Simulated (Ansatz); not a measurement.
The cluster WO₂ was relaxed with PBE-D4 (def2-TZVP) in Ansatz in these states: neutral quintet, neutral triplet. The geometries follow in no particular order.

In the def2 sets W takes a core potential; there is no spin–orbit coupling.

A:

Cartesian coordinates in Å:
```
W -0.065 0.208 -0.604
O 1.359 -0.543 0.008
O -1.294 0.335 0.596
```

B:

```tsv
atom	x (Å)	y (Å)	z (Å)
W1	-0.057	-0.003	-0.153
O2	-1.613	-0.193	0.687
O3	1.669	0.196	-0.534
```

**Question.** Judge from the bond lengths which geometry belongs to which state (an estimate).

**Answer.** A is the neutral triplet (W1–O2 1.722 Å, W1–O3 1.722 Å); B is the neutral quintet (W1–O2 1.779 Å, W1–O3 1.779 Å).

At PBE0-D4/def2-TZVP a broken-symmetry singlet lies 0.11 eV below the neutral triplet. At PBE0-D4/def2-TZVP a broken-symmetry singlet lies 2.51 eV below the neutral quintet. These are the stationary points nearest to one start from a short search; other shapes may lie lower in each state.
